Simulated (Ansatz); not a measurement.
Input and output for FH$_{6}$O$_{2}$ScSi$_{2}$, SMILES `[F][Sc]([O][SiH3])[O][SiH3]`.

```yaml
crystal:
  periodic: [false, false, false]
  atoms:
    - {symbol: F, position_ang: [-3.033726, 0.504801, -0.862930]}
    - {symbol: Sc, position_ang: [-1.279339, 0.217163, -0.363046]}
    - {symbol: O, position_ang: [-0.893054, -0.799104, 1.175876]}
    - {symbol: Si, position_ang: [-0.505624, -1.674814, 2.497659]}
    - {symbol: O, position_ang: [0.124155, 0.936126, -1.394524]}
    - {symbol: Si, position_ang: [1.383097, 1.528185, -2.247950]}
    - {symbol: H, position_ang: [0.176045, -2.934986, 2.094445]}
    - {symbol: H, position_ang: [-1.728162, -2.021474, 3.271451]}
    - {symbol: H, position_ang: [0.409289, -0.898472, 3.378299]}
    - {symbol: H, position_ang: [2.313192, 2.263983, -1.348565]}
    - {symbol: H, position_ang: [0.905848, 2.462761, -3.302550]}
    - {symbol: H, position_ang: [2.128290, 0.415842, -2.898154]}
basis:
  gaussian: {orbitals: "6-31G*", nuclear_model: gaussian}
total_charge: -1
magnetization: {spin_polarized: false, initial_magnetization: 1}
hamiltonian: {xc: {name: RPBE}, pseudopotentials: {relativity: none}}
output: {forces: true}
```

```sh
$ ansatz run in.yaml --threads 2 --pin off --events-out ev --progress --plain --max-ram 20480MiB --backend cpu
```

It prints (some lines left out):

```
Functional definition: RPBE
1501 factors; their error is unknown
mean field evaluation 1: about -43358.8983 eV, gradient 6.1e1 eV
mean field evaluation 2: about -43299.5581 eV, gradient 1.8e2 eV
mean field evaluation 4: about -43364.7590 eV, gradient 1.6e1 eV
mean field evaluation 8: about -43365.6056 eV, gradient 2.4e-1 eV
mean field evaluation 16: about -43365.4903 eV, gradient 9.6e-4 eV
mean field -43365.49033259 eV, -1593.6523755376 hartree, gradient 2.4e-5 eV, S^2 0.750000; 6 other end points of the search recorded, 0 dependent functions left out
reference -43365.49041084 eV, -1593.6523784133 hartree; 41, 40 occupied and 90, 91 virtual orbitals, 1501 factors
Total energy: -43365.49041084 eV, -1593.6523784133 hartree
Atom 0 at    -3.033726     0.504801    -0.862930 Å, force    -0.839919     0.137315    -0.240442 eV/Å
Atom 1 at    -1.279339     0.217163    -0.363046 Å, force    -0.524995     0.094255    -0.143958 eV/Å
Atom 2 at    -0.893054    -0.799104     1.175876 Å, force     0.138172    -0.665179     1.000209 eV/Å
Atom 3 at    -0.505624    -1.674814     2.497659 Å, force    -0.173685     0.537137    -0.814266 eV/Å
Atom 4 at     0.124155     0.936126    -1.394524 Å, force     0.817567     0.502274    -0.730728 eV/Å
Atom 5 at     1.383097     1.528185    -2.247950 Å, force    -0.718716    -0.386628     0.557139 eV/Å
Atom 6 at     0.176045    -2.934986     2.094445 Å, force     0.244899    -0.509291     0.148802 eV/Å
Atom 7 at    -1.728162    -2.021474     3.271451 Å, force    -0.271743    -0.264881     0.469219 eV/Å
Atom 8 at     0.409289    -0.898472     3.378299 Å, force     0.307435     0.039856     0.494358 eV/Å
Atom 9 at     2.313192     2.263983    -1.348565 Å, force     0.484258     0.317914     0.069861 eV/Å
Atom 10 at     0.905848     2.462761    -3.302550 Å, force     0.102819     0.375191    -0.462288 eV/Å
Atom 11 at     2.128290     0.415842    -2.898154 Å, force     0.433908    -0.177965    -0.347907 eV/Å
Dipole moment:     0.401056    -0.070420     0.112564 e Å
```

Hardware: 2 threads of a server CPU on a shared host. Wall time 12 s, peak host memory 0.31 GiB.
